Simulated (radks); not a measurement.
Values are calculated unless marked as measured or tabulated.
Problem. The tin ion Sn2+, [Kr] 4d10 5s2. Level of theory: non-relativistic Kohn-Sham, r2SCAN, spin-polarised, spherical densities, point nucleus; meta-GGA in the generalised Kohn-Sham scheme (a radial shooting solver on a logarithmic mesh with Libxc functionals). Every spin shell is full or empty, so the densities are truly spherical. Functionals are evaluated on that one density, not self-consistently. Rank these exchange functionals by their error against the exact value of the orbitals, and give that value: LDA, PBE, PBEsol, revPBE, RPBE, PW86, OPTX, AM05, SOGGA, TPSS, revTPSS.

Solution. Exact: -158.303 hartree. From best to worst, with 100 (|E| - |E exact|)/|E exact| (equal figures are ties): PW86 -0.19, RPBE -0.23, TPSS -0.29, revPBE -0.29, PBE -0.43, revTPSS -0.92, OPTX +1.23, PBEsol -2.27, SOGGA -2.29, AM05 -4.53, LDA -4.87.
